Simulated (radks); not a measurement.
All-electron atom: the carbon ion C3+ in [He] 2s1.

Calculated with a radial shooting solver on a logarithmic mesh with Libxc functionals: non-relativistic Kohn-Sham, MS2 meta-GGA, spin-polarised, spherical densities, point nucleus; open shells are filled with parallel spins first; meta-GGA in the generalised Kohn-Sham scheme.

Energy parts (Ry):
part                      energy
total                  -69.59943
kinetic                 69.48508
electron-nucleus      -149.73861
Hartree                 18.70372
exchange-correlation    -8.04961

Orbitals (lengths in bohr, moments of r in powers of bohr):
orbital  occ.  eigenvalue (Ry)     <r>    <r^4>    <r^2>
1s up       1        -24.60773  0.2683  0.02490  0.09726
1s down     1        -24.53299  0.2686  0.02469  0.09737
2s up       1         -4.27806   1.273    5.994    1.891

The highest occupied level is 2s up at -58.206 eV. Summed over all electrons, <r^2> = 2.086 bohr^2, which gives a Langevin (diamagnetic) susceptibility term of -1.65 x 10^-6 cm^3/mol.

Empty levels of this run are not shown, since the potential may be unsettled where no density lies.
